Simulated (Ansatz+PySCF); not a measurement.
The numbers below are computed, except where a source is named.
Several solutions for singlet Be₂

```xyz
2

Be    0.0000    0.0000    0.0000
Be    0.0000    0.0000    2.4500
```

Basis set: cc-pVDZ (spherical functions). Charge 0, multiplicity 1.

r²SCAN (unrestricted) was run from several starts with Ansatz (development build ahead of 0.2.0).

| run | program | start | converged | energy (hartree) | <S²> |
| --- | --- | --- | --- | --- | --- |
| A | Ansatz | stability test followed | yes | -29.31311 | – |
| B | Ansatz | search for the lowest state | yes | -29.31311 | – |
| C | Ansatz | atomic start, no search | yes | -29.30797 | – |

Task: Which runs reached the lowest solution of this kind, and what is wrong with the others?

Result: A, B reached the lowest solution found. Converged but too high: C by 0.14 eV. Convergence only shows a stationary point, and even a stable one can lie too high; stability tests and further starts are what find lower ones.
